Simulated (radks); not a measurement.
Task: All-electron atom: Ga2+ in [Ar] 3d9.75 4s1 4f0.25 (fractional occupations, a model configuration). Method: Dirac Kohn-Sham, PBE, spin-unpolarised, spherical densities, finite nucleus; open shells fill j = l - 1/2 first; Fermi nuclear charge, rms radius 3.9973 fm; computed with a radial shooting solver on a logarithmic mesh with Libxc functionals.

Spin-orbit splittings of the eigenvalues, e(l+1/2) - e(l-1/2), with zeta = 2 splitting/(2l+1) and mean radii in bohr:

shell  occ.  splitting (eV)  zeta (eV)  <r> j=l-1/2  <r> j=l+1/2
2p        6           27.66      18.44       0.1883       0.1918
3p        6           3.640      2.427       0.6701       0.6807
3d     9.75          0.4750     0.1900       0.7825       0.7879
4f     0.25               ?          ?        6.893        6.894

Estimate the 4f splitting.

Result: 0.00005705 eV (zeta = 0.00001630 eV).
